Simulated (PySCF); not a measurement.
CH4S, charge +1, doublet, geometry from GFN2-xTB (a state made from the parent by changing its charge; the spin is typed, not shown lowest); B3LYP/STO-3G (PySCF).

The PySCF input:
```python
from pyscf import gto, scf, dft

mol = gto.M(
    atom='''
C    -1.029440   -0.444307    0.048729
S     0.559078    0.332457   -0.035835
H    -1.136655   -0.999476    0.986830
H    -1.804915    0.316489   -0.027175
H    -1.141830   -1.178647   -0.756165
H     1.314798   -0.791832    0.077492
''',
    basis='sto-3g',
    charge=1,
    spin=1,
    verbose=4,
)

mf = dft.UKS(mol)
mf.xc = 'b3lyp'
mf.kernel()
```

It wrote (shortened):

```
PySCF version 2.14.0

[INPUT] verbose = 4
[INPUT] num. atoms = 6
[INPUT] num. electrons = 25
[INPUT] charge = 1
[INPUT] spin (= nelec alpha-beta = 2S) = 1
[INPUT] symmetry False subgroup None
[INPUT] Mole.unit = angstrom
[INPUT] Symbol           X                Y                Z      unit          X                Y                Z       unit  Magmom
[INPUT]  1 C     -1.029440000000  -0.444307000000   0.048729000000 AA   -1.945359661672  -0.839618545227   0.092084464324 Bohr   0.0
[INPUT]  2 S      0.559078000000   0.332457000000  -0.035835000000 AA    1.056504302270   0.628252678195  -0.067718335674 Bohr   0.0
[INPUT]  3 H     -1.136655000000  -0.999476000000   0.986830000000 AA   -2.147966648118  -1.888735908076   1.864838431505 Bohr   0.0
[INPUT]  4 H     -1.804915000000   0.316489000000  -0.027175000000 AA   -3.410795028119   0.598077531437  -0.051353307435 Bohr   0.0
[INPUT]  5 H     -1.141830000000  -1.178647000000  -0.756165000000 AA   -2.157745980812  -2.227320027540  -1.428944754982 Bohr   0.0
[INPUT]  6 H      1.314798000000  -0.791832000000   0.077492000000 AA    2.484608129126  -1.496345616667   0.146438656845 Bohr   0.0

nuclear repulsion = 57.1109684978573
number of shells = 12
number of NR pGTOs = 54
number of NR cGTOs = 18
basis = sto-3g
ecp = {}

******** <class 'pyscf.dft.uks.UKS'> ********
method = UKS
initial guess = minao
damping factor = 0
level_shift factor = 0
DIIS = <class 'pyscf.scf.diis.CDIIS'>
diis_start_cycle = 1
diis_space = 8
diis_damp = 0
SCF conv_tol = 1e-09
SCF conv_tol_grad = None
SCF max_cycles = 50
direct_scf = True
direct_scf_tol = 1e-13
number electrons alpha = 13  beta = 12
XC library pyscf.dft.libxc version 7.1.2
    S. Lehtola, C. Steigemann, M. J. T. Oliveira, and M. A. L. Marques,  SoftwareX 7, 1–5 (2018)
XC functionals = b3lyp
    P. J. Stephens, F. J. Devlin, C. F. Chabalowski, and M. J. Frisch,  J. Phys. Chem. 98, 11623 (1994)
radial grids:
    Treutler-Ahlrichs [JCP 102, 346 (1995); DOI:10.1063/1.469408] (M4) radial grids

becke partition: Becke, JCP 88, 2547 (1988); DOI:10.1063/1.454033
pruning grids: <function nwchem_prune>
grids dens level: 3
symmetrized grids: False
atomic radii adjust function: <function treutler_atomic_radii_adjust>
small_rho_cutoff = 0
Set gradient conv threshold to 3.16228e-05
tot grids = 72232
init E= -433.594413287161

cycle= 1 E= -433.535172055762  delta_E= 0.0592  |g|= 0.0931  |ddm|= 2.05
cycle= 2 E= -433.54242660296  delta_E= -0.00725  |g|= 0.0357  |ddm|= 0.254
cycle= 3 E= -433.54365482437  delta_E= -0.00123  |g|= 0.0174  |ddm|= 0.096
cycle= 4 E= -433.543882854608  delta_E= -0.000228  |g|= 0.00321  |ddm|= 0.0279
cycle= 5 E= -433.543894216407  delta_E= -1.14e-05  |g|= 0.00108  |ddm|= 0.00743
cycle= 6 E= -433.543895943351  delta_E= -1.73e-06  |g|= 0.000317  |ddm|= 0.0034
cycle= 7 E= -433.543896114814  delta_E= -1.71e-07  |g|= 5.9e-05  |ddm|= 0.00112
cycle= 8 E= -433.543896123122  delta_E= -8.31e-09  |g|= 8.23e-06  |ddm|= 0.000282
cycle= 9 E= -433.543896123257  delta_E= -1.35e-10  |g|= 1.55e-06  |ddm|= 3.26e-05
Extra cycle  E= -433.543896123261  delta_E= -4.21e-12  |g|= 5.34e-07  |ddm|= 4.8e-06
converged SCF energy = -433.543896123261  <S^2> = 0.75171657  2S+1 = 2.0017158
```
